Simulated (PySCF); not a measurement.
# 4-vinylbenzoic acid, C₉H₈O₂

Cartesian coordinates in Å; atom numbers follow the order of the lines, from 1:
```xyz
19

C    -3.624   -0.300    0.167
C    -2.623    0.583    0.063
C    -1.186    0.288    0.042
C    -0.673   -1.020    0.115
C     0.693   -1.248    0.093
C     1.590   -0.176   -0.001
C     3.041   -0.478   -0.020
O     3.511   -1.588    0.034
O     3.806    0.620   -0.105
C     1.096    1.130   -0.075
C    -0.276    1.352   -0.053
H    -4.664    0.033    0.173
H    -3.453   -1.376    0.251
H    -2.875    1.647   -0.015
H    -1.355   -1.870    0.187
H     1.099   -2.260    0.148
H     4.724    0.309   -0.111
H     1.793    1.966   -0.148
H    -0.658    2.374   -0.111
```

The calculation used quadratic response CAM-B3LYP/aug-cc-pVDZ first hyperpolarisability, Taylor convention, gas phase in PySCF. Geometry: PBE0-D3(BJ)/def2-SVP.

Task: Give the tensor of the static β(0;0,0) in the axes of these coordinates.

Result: In au, Taylor convention; rows are the first index (the induced dipole):
|  | xx | yy | zz | xy | xz | yz |
| --- | --- | --- | --- | --- | --- | --- |
| x | -563.9 | +65.9 | +67.2 | +121.2 | +12.0 | -2.8 |
| y | +121.2 | -43.7 | -12.7 | +65.9 | -2.8 | -0.5 |
| z | +12.0 | -0.5 | -3.5 | -2.8 | +67.2 | -12.7 |

Norm of βᵢ = ⅓ Σⱼ (βᵢⱼⱼ + βⱼᵢⱼ + βⱼⱼᵢ): 435.8 au, hyper-Rayleigh value 227.5 au.
